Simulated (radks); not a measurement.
Problem. All-electron atom: neutral phosphorus in [Ne] 3s2 3p3. All-electron calculation, scalar-relativistic Kohn-Sham, exchange-only LDA, spin-polarised, spherical densities, point nucleus; open shells are filled with parallel spins first. Program: a radial shooting solver on a logarithmic mesh with Libxc functionals. Some entries of the table are withheld. Estimate them.

orbital,occ.,eigenvalue (eV),r(max) (bohr)
1s up,1,-2073.502,0.06785
1s down,1,-2073.159,0.06785
2s up,1,-171.2185,0.4202
2s down,1,-170.7874,0.4203
2p up,3,-122.6225,0.3537
2p down,3,-122.0884,0.3539
3s up,1,-13.9208,1.573
3s down,1,-10.5253,1.561
3p up,3,(1),1.834
3p down,0,(2),1.851

Solution. 
(1) 3p up eigenvalue (eV): -5.5223
(2) 3p down eigenvalue (eV): -2.3502
